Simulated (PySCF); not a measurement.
## Worked example: oscillator strength and radiative lifetime

SiH2FCl, SMILES F[SiH2]Cl.

Geometry: B3LYP-D3(BJ)/def2-TZVP.

TDA-PBE0/def2-SVPD run with PySCF puts the first singlet state with f over 0.02 at 8.50 eV (vertical), with the transition dipole (-0.349, -0.230, 0.000) in atomic units.

Q: Find the oscillator strength, the wavelength and the radiative lifetime that this transition would have in vacuum if emission retraced absorption.

A: 
|μ|² = 0.1747 au, so |μ| = 1.06 D. ΔE = 8.50/27.211 = 0.3124 hartree. f = (2/3) ΔE |μ|² = 0.036 (the program prints 0.036).
λ = 1239.84/8.50 = 146 nm; ν = 68557 cm⁻¹.
Einstein's coefficient A = 0.6670 ν² f s⁻¹ (ν in cm⁻¹) = 1.1e8 s⁻¹, so τ = 1/A = 8.8 ns. This state is S3; the lower singlets have f = 0.009, 0.010. The figure is the radiative limit of this one transition; relaxation, internal conversion, crossing to triplets and a medium change what is measured.
